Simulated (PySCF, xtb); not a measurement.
2-hydroxyethyl prop-2-enoate (C5H8O3), SMILES O(CCO)C(C=C)=O. One conformer was computed; it need not be the lowest.

Harmonic wavenumbers (cm⁻¹) from GFN2-xTB run with xtb at its own minimum, in rising order: 53, 59, 71, 122, 202, 294, 308, 353, 372, 478, 549, 653, 770, 808, 881, 916, 1004, 1018, 1039, 1050, 1062, 1103, 1140, 1183, 1255, 1267, 1284, 1324, 1349, 1376, 1436, 1469, 1674, 1755, 2878, 2949, 2957, 2997, 3095, 3102, 3138, 3536.

**Question.** What does PySCF with PBE-D3(BJ)/def2-SVP give at its own minimum? (The exact figures need the calculation; the answer reports its results.)

**Answer.** 63, 67, 94, 143, 224, 290, 317, 345, 372, 511, 555, 654, 776, 796, 854, 952, 990, 1013, 1027, 1035, 1064, 1094, 1163, 1194, 1269, 1273, 1298, 1350, 1361, 1375, 1405, 1444, 1658, 1768, 2915, 2987, 3038, 3062, 3081, 3125, 3190, 3699. Paired by order, the mean absolute difference is 23 cm⁻¹ and the zero-point energies are 77.7 and 78.5 kcal/mol.
